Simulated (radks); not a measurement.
Dipole-allowed excitations along the series with 46 electrons in [Kr] 4d10. All-electron calculation, scalar-relativistic Kohn-Sham, LB94 model potential, spin-unpolarised, spherical densities, finite nucleus; Fermi nuclear charge, rms radius of each element as measured or else 0.836 A^(1/3) + 0.57 fm. Program: a radial shooting solver on a logarithmic mesh with Libxc functionals. Time-dependent linear response with the Hartree and adiabatic LDA kernel, continuum included through the Sternheimer equations, no spin-orbit coupling, so fine structure and intercombination lines are absent. Lines are the poles of the dipole polarisability below minus the highest occupied eigenvalue, found on a grid refined at the orbital gaps; the lowest seven at most are given, and weak or close lines can be missed. The first line takes the name of the lowest orbital gap if no other gap lies below it; otherwise a line is named after a gap within 0.6 % of it, if that gap stands alone.

| species | -e(HOMO) (eV) | lowest orbital gap (eV) | first line (eV) | f | strongest line (eV) | its f | static alpha (bohr^3) |
|---|---|---|---|---|---|---|---|
| Ag+ | 22.778 | 4d-5p 10.949 | 11.592 (4d-5p) | 0.679 | the first | 0.679 | 9.385 |
| Cd2+ | 38.625 | 4d-5p 17.181 | 17.950 (4d-5p) | 0.803 | the first | 0.803 | 5.358 |
| In3+ | 56.904 | 4d-5p 24.261 | 25.124 (4d-5p) | 0.883 | 42.709 (unassigned) | 1.52 | 3.467 |
